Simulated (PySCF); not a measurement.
Dipole moment and polarisability of `C[Si@@H]1N[Si@@H](O)N[SiH2]1`

Species: CH10N2OSi3.
Atom-mapped SMILES: `[CH3:1][Si@@H:2]1[NH:3][Si@@H:4]([OH:5])[NH:6][SiH2:7]1` (hydrogens: H8, H9, H10 on C1; H11 on Si2; H12 on N3; H13 on Si4; H14 on O5; H15 on N6; H16, H17 on Si7)

Cartesian coordinates in Å at the GFN2-xTB level; atoms count from 1:
```xyz
17
CH10N2OSi3 angstrom
C     -2.7128    0.0035   -0.0558
Si    -0.9876   -0.0138    0.7490
N      0.0309    1.2098    0.0481
Si     1.5110    0.8464   -0.7714
O      2.7680    1.7613   -0.2963
N      1.6873   -0.8256   -0.3620
Si     0.3908   -1.7905    0.2699
H     -3.1948    0.9700    0.0602
H     -3.3571   -0.7372    0.4074
H     -2.6663   -0.2155   -1.1186
H     -1.1702    0.3566    2.1725
H     -0.2810    2.1659    0.0220
H      1.4886    1.1274   -2.2005
H      3.0354    1.7707    0.6191
H      2.5360   -1.2758   -0.6600
H     -0.0458   -2.7591   -0.7543
H      0.9607   -2.5822    1.3734
```

Level: CAM-B3LYP/def2-SVPD (PySCF), static field, nuclei fixed, core orbitals frozen in the response. The polarisability tensor in these axes (au):

```
x   112.46   0.65  -4.17
y     0.65 105.16  -2.57
z    -4.17  -2.57  93.16
```

Problem. Give the principal values, the mean and the anisotropy Δα = √{½[(α1 − α2)² + (α2 − α3)² + (α1 − α3)²]}.

Solution. Principal values 91.86, 105.42 and 113.49 au; mean 103.59 au = 15.35 Å³ = 17.08 × 10⁻⁴⁰ C²·m²/J; Δα = 18.93 au (18 % of the mean).

Problem. What is the dipole moment, and where does it point?

Solution. (-0.70, -0.25, 0.80) D, 1.09 D in size, pointing from the negative to the positive side. Measured along this direction, the outermost atoms are H13 at the negative end and H9 at the positive end.

Problem. How large is μ²/3kT at 350 K beside α?

Solution. In Gaussian units μ²/3kT = 8.22 Å³ against 15.35 Å³, a ratio of 0.54; the Debye molar polarisation (4π/3)N_A(α + μ²/3kT) is 59.5 cm³/mol, leaving out the vibrational part.

Problem. What would n − 1 = 2πNα be for an ideal gas of these molecules at 400 K and 1 atm, electronic part alone?

Solution. N = p/kT = 1.8347 × 10¹⁹ cm⁻³, so n − 1 = 2π × N × 15.35 × 10⁻²⁴ cm³ = 1770 × 10⁻⁶ at long wavelengths, for an ideal gas.

Problem. What molar refraction does this α imply?

Solution. Lorentz–Lorenz: R = (4π/3)N_A α = 2.5225 cm³/(mol·Å³) × 15.35 Å³ = 38.7 cm³/mol, in the limit of long wavelengths.

Problem. Find the Langevin capture rate constant for O2+ (31.990 u) meeting this molecule (150.010 u), k = 2.342 × 10⁻⁹ cm³/s × √(α in Å³ / reduced mass in u).

Solution. The reduced mass is 26.37 u, so k = 1.79 × 10⁻⁹ cm³/s. The formula leaves out the permanent dipole, which adds to the capture rate.

The structure is a single GFN2-xTB conformer in the gas phase; no vibrational or solvent corrections.
